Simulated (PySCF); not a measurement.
## Excitation energy of Br by level of theory

Br [Ar] 3d10 4s2 4p5 (2P) → Br [Ar] 3d10 4s1 4p6 (2S), as a difference of total energies. Computed with PySCF 2.14 in x2c-TZVPPall, with scalar relativity by spin-free X2C-1e. Correlated levels: valence: [Ar] 3d10 frozen; valence and next inner shell: [Ne] frozen. The calculations carry no spin-orbit coupling.

| method | excitation energy (eV) |
| --- | --- |
| UHF | 15.114 |
| LDA | 12.260 |
| PBE | 12.319 |
| PBE0 | 13.030 |
| r2SCAN | 12.861 |
| revPBE | 12.313 |
| B2PLYP | 12.965 |
| BP86 | 12.330 |
| M06-L | 12.809 |
| ROHF | 15.169 |
| MP2 (valence) | 13.080 |
| SCS-MP2 (valence) | 12.857 |
| MP2 (valence and next inner shell) | 13.111 |
| SCS-MP2 (valence and next inner shell) | 12.864 |

Q: How much does correlation contribute at MP2 (valence and next inner shell)?

A: 13.111 − (15.114) = -2.003 eV, measured against UHF.

A first-order spin-orbit estimate (lowest level to lowest level, LS coupling) adds 0.148 eV.

The upper state lies above the first ionisation limit, where it may autoionise and the basis confines it.
